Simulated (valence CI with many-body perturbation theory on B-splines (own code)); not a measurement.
Forbidden lines of Cs²³⁺

Computed by relativistic CI+MBPT: four valence electrons over a frozen Dirac-Fock core [Ar] 3d10, radial functions for each j: 11 s, 11 p, 9 d, 7 f, 5 g, 2 h, 1 i, with the one-electron correlation potential Σ1, the two-electron term Σ2, the three-electron term Σ3, Breit, model QED; selected CI, second order for the rest (own B-spline code, finite nucleus).

No measured levels were compared; by estimate levels hold to about 250 cm⁻¹ or 0.2 % of their energy and the worst to 1 %, as in measured heavy ions of charge 2 to 7; those with d or f electrons hold less well.

Lines 1 to 13 of 13 in falling wavelength, among levels below 1619500 cm⁻¹, chosen from the decays that carry over 1 % of a level's rate. Wavelengths and rates use the calculated energies, so an error of 2000 cm⁻¹ moves a line at 4858 Å by 9.7 % and its rate by three times that or more. Electric multipoles are in the length gauge, E1 and E2 with the static RPA response of the core. Weak lines are less certain than strong ones. Lines between different terms over intervals too small for the method are left out, as are lines whose strength nearly cancels.

Levels are named by their leading jj configuration (3d3/2^4 stands for four electrons in 3d with j = 3/2), which in mixed levels can hold well under half, so a name can repeat and another be missing. Letters in brackets count levels of one name in rising energy.

| λ vac (Å) | Upper | Lower | Type | A (s⁻¹) | Branch % |
| --- | --- | --- | --- | --- | --- |
| 4858 | (4s^2 4p1/2 4p3/2) J=2 | (4s^2 4p1/2 4p3/2) J=1 | M1 | 5.22e+01 | 19.5 |
| 887.8 | (4s^2 4p3/2 4d5/2) J=4 | (4s^2 4p1/2 4d5/2) J=3 | M1 | 2.33e+04 | 83.0 |
| 781.8 | (4s^2 4p1/2 4p3/2) J=1 | (4s^2 4p1/2^2) J=0 | M1 | 2.90e+04 | 100.0 |
| 696.0 | (4s^2 4p3/2^2) J=2 | (4s^2 4p1/2 4p3/2) J=2 | M1 | 2.95e+04 | 46.5 |
| 673.5 | (4s^2 4p1/2 4p3/2) J=2 | (4s^2 4p1/2^2) J=0 | E2 | 2.15e+02 | 80.5 |
| 608.8 | (4s^2 4p3/2^2) J=2 | (4s^2 4p1/2 4p3/2) J=1 | M1 | 3.33e+04 | 52.4 |
| 520.1 | (4s^2 4p3/2^2) J=0 | (4s^2 4p1/2 4p3/2) J=2 | E2 | 2.22e+03 | 1.8 |
| 469.8 | (4s^2 4p3/2^2) J=0 | (4s^2 4p1/2 4p3/2) J=1 | M1 | 1.18e+05 | 98.2 |
| 306.8 | (4s^2 4p3/2 4d5/2) J=4 | (4s 4p1/2 4p3/2^2) J=3 | M1 | 1.31e+03 | 4.7 |
| 276.3 | (4s^2 4p3/2 4d5/2) J=4 | (4s 4p1/2 4p3/2^2) J=2 [a] | E2 | 4.14e+02 | 1.5 |
| 204.5 | (4s^2 4p3/2 4d5/2) J=4 | (4s 4p1/2^2 4p3/2) J=2 | E2 | 1.78e+03 | 6.3 |
| 136.1 | (4s^2 4p3/2 4d5/2) J=4 | (4s^2 4p3/2^2) J=2 | M2 | 6.90e+02 | 2.5 |
| 113.9 | (4s^2 4p3/2 4d5/2) J=4 | (4s^2 4p1/2 4p3/2) J=2 | M2 | 3.05e+02 | 1.1 |
